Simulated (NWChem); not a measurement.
System: ZrF4; SMILES [F][Zr]([F])([F])[F]

Excerpt of the output:

```
             Northwest Computational Chemistry Package (NWChem) 7.3.0
             --------------------------------------------------------

 C1  symmetry detected

                             Geometry "geometry" -> ""
                             -------------------------

 Output coordinates in angstroms (scale by  1.889725989 to convert to a.u.)

  No.       Tag          Charge          X              Y              Z
 ---- ---------------- ---------- -------------- -------------- --------------
    1 Zr                  40.0000     0.00000526     0.00000390    -0.00000892
    2 F                    9.0000     1.76455179     0.16203990     0.67251927
    3 F                    9.0000    -1.20528387    -0.24775422     1.44152920
    4 F                    9.0000    -0.09677614    -1.48987612    -1.16751092
    5 F                    9.0000    -0.46251514     1.57557311    -0.94649791

 Effective nuclear repulsion energy (a.u.)     485.1499303327

                                 NWChem DFT Module
                                 -----------------

 Summary of "ao basis" -> "ao basis" (spherical)
 ------------------------------------------------------------------------------
       Tag                 Description            Shells   Functions and Types
 ---------------- ------------------------------  ------  ---------------------
 Zr                         def2-svp                11       31   5s3p2d1f
 F                          def2-svp                 6       14   3s2p1d

            General Information
            -------------------
          SCF calculation type: DFT
          Wavefunction type:  closed shell.
          No. of atoms     :     5
          No. of electrons :    48
           Alpha electrons :    24
            Beta electrons :    24
          Charge           :     0
          Spin multiplicity:     1
          Use of symmetry is: off; symmetry adaption is: off
          Maximum number of iterations: 200
          AO basis - number of functions:    87
                     number of shells:    35
          Convergence on energy requested:  1.00D-06
          Convergence on density requested:  1.00D-05
          Convergence on gradient requested:  5.00D-04

              XC Information
              --------------
                         PBE0 Method XC Functional
                     Hartree-Fock (Exact) Exchange  0.250
          PerdewBurkeErnzerhof Exchange Functional  0.750
            Perdew 1991 LDA Correlation Functional  1.000 local
           PerdewBurkeErnz. Correlation Functional  1.000 non-local

             Grid Information
             ----------------
          Grid used for XC integration:  medium
          Radial quadrature: Mura-Knowles
          Angular quadrature: Lebedev.
          Tag              B.-S. Rad. Rad. Pts. Rad. Cut. Ang. Pts.
          ---              ---------- --------- --------- ---------
          Zr                  1.55      123          10.0       590
          F                   0.50       49           7.0       434
          Grid pruning is: on
          Number of quadrature shells:   319
          Spatial weights used:  Erf1

      Superposition of Atomic Density Guess
      -------------------------------------

 Sum of atomic energies:        -450.66953014

      Non-variational initial energy
      ------------------------------

 Total energy =    -443.258847
 1-e energy   =   -1038.595145
 2-e energy   =     391.624829
 HOMO         =      -0.657008
 LUMO         =      -0.058948

   convergence    iter        energy       DeltaE   RMS-Dens  Diis-err
 ---------------- ----- ----------------- --------- --------- ---------
 d= 0,ls=0.0,diis     1   -445.7508963997 -6.49D+02  3.54D-02  2.48D+00
 d= 0,ls=0.0,diis     2   -444.1245833494  1.63D+00  2.31D-02  2.18D+01
 d= 0,ls=0.0,diis     3   -446.0577024832 -1.93D+00  9.51D-04  5.24D-02
 d= 0,ls=0.0,diis     4   -446.0613845907 -3.68D-03  5.30D-04  2.76D-03
 d= 0,ls=0.0,diis     5   -446.0617475307 -3.63D-04  3.11D-05  3.99D-05
 d= 0,ls=0.0,diis     6   -446.0617505641 -3.03D-06  4.18D-06  3.33D-07
 d= 0,ls=0.0,diis     7   -446.0617505936 -2.94D-08  5.04D-07  1.40D-09

         Total DFT energy =     -446.061750593550
      One electron energy =    -1042.551444695418
           Coulomb energy =      440.249791670307
    Exchange-Corr. energy =      -47.471566810679
 Nuclear repulsion energy =      203.711469242240

 Numeric. integr. density =       48.000002722332

                       DFT Final Molecular Orbital Analysis
                       ------------------------------------

 Vector   22  Occ=2.000000D+00  E=-4.430883D-01
              MO Center=  1.3D-01,  3.8D-02, -5.5D-01, r^2= 3.7D+00
   Bfn.  Coefficient  Atom+Function         Bfn.  Coefficient  Atom+Function
  ----- ------------  ---------------      ----- ------------  ---------------
    36      0.306202  2 F  py                79     -0.307539  5 F  pz
    65      0.267317  4 F  pz                64     -0.223145  4 F  py
    78     -0.221226  5 F  py                39     -0.218910  2 F  py
    82      0.219904  5 F  pz                63      0.204913  4 F  px
    68     -0.191145  4 F  pz                67      0.159537  4 F  py

[...]

                         DFT ENERGY GRADIENTS

    atom               coordinates                        gradient
                 x          y          z           x          y          z
   1 Zr      0.000010   0.000007  -0.000017   -0.000002  -0.000006  -0.000001
   2 F       3.334519   0.306211   1.270877    0.000011   0.000001   0.000004
   3 F      -2.277656  -0.468188   2.724095   -0.000008  -0.000002   0.000004
   4 F      -0.182880  -2.815458  -2.206276    0.000001  -0.000004  -0.000002
   5 F      -0.874027   2.977401  -1.788622   -0.000002   0.000011  -0.000005
```

Level: PBE0/def2-SVP with def2 effective core potentials on Zr. The geometry was optimised at PBE0/def2-SVP. def2 effective core potentials on Zr; no spin-orbit coupling.

Q: Which NWChem input produces such a log?

A: Several could match; the one computed here: the input that was run:
```
start job
memory heap 200 mb stack 900 mb global 1100 mb
geometry units angstroms noautoz
  Zr    -0.000012    -0.000004     0.000007
  F      1.527063     0.286889     1.085322
  F     -1.513417    -0.291381     1.103113
  F      0.282230    -1.518072    -1.099074
  F     -0.295984     1.522514    -1.089270
end
basis spherical
  Zr library def2-svp
  F library def2-svp
end
ecp
  Zr library def2-ecp
end
dft
  xc pbe0
  iterations 200
  convergence diis 20
end
task dft gradient
```
